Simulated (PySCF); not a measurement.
C₃H₂FN₂S (doublet state).
Structure used (GFN2-xTB), in Å, numbered top down from 1:
```xyz
9
C3H2FN2S angstrom
F     -2.2476    0.5379    0.3662
C     -1.4555   -0.4417   -0.0798
C     -0.0935   -0.2758   -0.1062
C      0.6462    0.8955    0.3111
N      1.9274    0.7732    0.1742
S      2.2589   -0.7136   -0.4439
N      0.7449   -1.2386   -0.5497
H     -1.9774   -1.3271   -0.3987
H      0.2102    1.7963    0.7016
```

The hyperfine couplings belong to this conformer and change with its torsions.

The species is `F[CH]c1cnsn1` [radical].

Level of theory: UKS B3LYP, pcH-1 on C F H N S, non-relativistic, mean-field spin-orbit, GIAO in PySCF. One conformer (not necessarily the lowest) at the GFN2-xTB geometry, without solvent, vibrations or thermal averaging. The geometry wasn't refined by DFT: couplings that depend on bond lengths, twists or pyramidal angles can differ widely from those at the functional's own minimum. No stability test was run, so a lower SCF solution isn't excluded.

(1) Break the g tensor into its mass correction, gauge correction and orbital-Zeeman/spin–orbit terms.

(2) What are the electron Larmor frequencies g μB B/h along the three axes at 330 mT?

(3) What effective moment and Curie constant follow for a powder?

(4) How much does each term add to the isotropic shift?

(5) In a frozen sample, at which fields do the three g values resonate at 9.5, 34, 94 and 263 GHz (hyperfine left aside), and which band first spreads them over more than twice a line width of 1.0 mT?

Answers

(1) 
```
                    Δg (ppm)     1     2     3
relativistic mass correction  -224  -224  -224
            gauge correction    -9    47    45
   orbital Zeeman/spin–orbit   -71  2028  4782
                       total  -304  1852  4603
```

So g = 2.00202, 2.00417, 2.00692 and g_iso = 2.00437; the tensor is rhombic: the two nearest values differ by 44 % of g3 − g1. Axes: g1 is normal to the molecular plane and g2 points within 6° of the C2–C3 bond.

(2) 9.2468, 9.2568, 9.2695 GHz for g1, g2 and g3, a range of 22.7 MHz.

(3) With the mean of g² = 4.0175 and S(S+1) = 0.75: μ_eff = √(⟨g²⟩S(S+1)) = 1.736 μB and χT = 0.12505·⟨g²⟩·S(S+1) = 0.377 cm³ K/mol (cgs; spin-Hamiltonian part alone).

(4) The orbital-Zeeman/spin–orbit term 2247, the mass correction -224 and the gauge correction 28 ppm, for a total of 2050 ppm. The orbital-Zeeman/spin–orbit term is the largest in size. The mass correction is the same along every axis, so the anisotropy comes from the other two: their spans along these axes are 56 (gauge) and 4854 ppm (orbital Zeeman/spin–orbit).

(5) 
| band | GHz | B(g3) mT | B(g2) mT | B(g1) mT | spread mT |
| --- | --- | --- | --- | --- | --- |
| X | 9.5 | 338.21 | 338.67 | 339.04 | 0.83 |
| Q | 34.0 | 1210.42 | 1212.08 | 1213.39 | 2.97 |
| W | 94.0 | 3346.46 | 3351.06 | 3354.66 | 8.20 |
| J | 263.0 | 9362.97 | 9375.82 | 9385.92 | 22.95 |

The spread grows in proportion to the frequency. Q band is the first where it exceeds 2.0 mT.

The largest Mulliken spin populations are on C2 (+0.67), N7 (+0.31), C3 (-0.17) and S6 (+0.14). The positive populations add up to 1.29 and the negative ones to -0.29, together 2S = 1. The angles at C2 add up to 360.0°, so it is planar; its axial dipolar tensor and the negative coupling of its proton fit spin in a p orbital normal to that plane.

The HOMO–LUMO gaps are 4.14 eV among the α and 5.14 eV among the β orbitals.
